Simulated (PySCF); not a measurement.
PySCF input for SiHCl3, SMILES Cl[SiH](Cl)Cl, PBE0/pcJ-1. The structure is a stationary point at PBE-D3(BJ)/def2-SVP. The isomer is the one that the SMILES or the coordinates give; other isomers of the formula were not compared.

```python
import numpy as np
from pyscf import gto, scf, dft
from pyscf.prop.ssc import rks as ssc

mol = gto.M(
    atom='''
    Si    0.00000000    0.00000000    0.51144262
    Cl   -1.68079311   -0.97040635   -0.17960576
    Cl    0.00000000    1.94081271   -0.17960576
    Cl    1.68079311   -0.97040636   -0.17960576
    H    -0.00000000   -0.00000000    1.99969720
    ''',
    basis='pcJ-1',
    charge=0,
    spin=0,
    max_memory=1600,
    verbose=3,
)
mf = dft.RKS(mol, xc='pbe0')
mf.grids.level = 3
mf.conv_tol = 1e-10
mf.max_cycle = 100
mf.kernel()
j = ssc.SSC(mf)
j.with_fcsd = True
j.max_cycle_cphf = 80
j.conv_tol = 1e-7
e11 = j.kernel()
```

It prints:

```
converged SCF energy = -1659.57471352005
Reduced spin-spin coupling constant K (Hz)
               #0        #1        #2        #3        #4
        0 Si   0.00000
        1 Cl -99.48219   0.00000
        2 Cl -99.48084  -4.12536   0.00000
        3 Cl -99.48219  -4.12457  -4.12505   0.00000
        4 H   60.74171   2.66764   2.66765   2.66764   0.00000
Spin-spin coupling constant J (Hz)
               #0        #1        #2        #3        #4
        0 Si   0.00000
        1 Cl  60.53539   0.00000
        2 Cl  60.53457  -1.23848   0.00000
        3 Cl  60.53539  -1.23825  -1.23839   0.00000
        4 H  -376.80272   8.16428   8.16432   8.16428   0.00000
```

The calculation finished and met its thresholds.
